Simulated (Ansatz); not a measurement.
Cartesian coordinates in Å:
```
B 0.6432 -0.4567 0.4617
C -0.5806 -0.1140 -0.4576
O -0.6977 0.9274 -1.1982
F -1.6393 -0.8384 -0.5474
Br -0.2197 0.4981 2.0808
H 0.7662 -1.6261 0.6730
H 1.6095 0.1638 0.0981
H 0.1184 1.4459 -1.1104
```

Charge 0, multiplicity 1. The bonds changed during the relaxation, so this is another structure than the one it started from.

Task: List the ωB97M-V/def2-TZVPP orbital energies in eV (the Gaussian-basis code of Ansatz). (An estimate is asked.)

Result: Ansatz gave: Occupied: -13156.15, -1708.46, -1536.67, -1536.61, -1536.60, -680.38, -529.85, -287.80, -241.30, -187.66, -181.00, -180.80, -180.78, -74.37, -74.32, -74.30, -74.14, -74.14, -40.14, -35.64, -24.26, -23.43, -20.99, -19.78, -18.75, -16.80, -16.37, -15.61, -13.40, -12.50, -11.57, -10.03, -9.82. Lowest empty: -0.32, 1.43, 2.76, 3.59, 3.85, 4.37, 4.92, 5.21.
